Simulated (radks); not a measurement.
Numerical settings for neutral xenon, [Xe]. Calculated with a radial shooting solver on a logarithmic mesh with Libxc functionals: Dirac Kohn-Sham, PBE, spin-unpolarised, spherical densities, finite nucleus; Fermi nuclear charge, rms radius 4.7859 fm. The defaults (mesh step 0.008 in ln r, mesh end at 40 bohr or more with all orbitals vanishing there, Anderson mixing 0.5 over 9 steps, residual threshold near 1e-9 with the energy settled to 1e-9 hartree or 1e-11 of itself, here a cap of 56 iterations) give E = -7450.0051 hartree and 5p3/2 at -7.855 eV in 13 iterations. Run on one thread of a shared host, so times are rough (Arm Neoverse V2): 0.11 s of CPU time, 0.11 s wall, 13 iterations on 2437 mesh points. Changes against that run (0 stands for a change within the tolerance of the run):

setting,iterations,converged,E (mhartree),e(5p3/2) (meV),CPU (s)
mesh step in ln r 0.012,12,yes,0,0,0.07
mesh step in ln r 0.03,12,yes,+0.00681,0,0.03
mesh step in ln r 0.05,12,yes,+0.0667,-0.00556,0.02
mesh end (bohr) 5,12,yes,+86.7,+1.71e+03,0.1
mesh end (bohr) 8,13,yes,+0.855,+44.7,0.1
residual threshold 1e-16,56,no,0,0,0.29
residual threshold 0.1,8,yes,0,-3.39,0.09
mixing 0.01,28,yes,0,0,0.22
"linear mixing, mixing 1",56,no,+4.47e+04,-3.04e+05,0.84
"linear mixing, mixing 0.8",44,yes,0,0,0.29
mixing history 20,15,yes,0,0,0.12
iteration cap 2,2,no,+67.8,-5.14e+03,0.03

Settings that end as converged yet miss the energy by more than 1 mhartree: mesh end (bohr) 5 (+0.0867 hartree). A mesh that ends early acts as a hard wall.
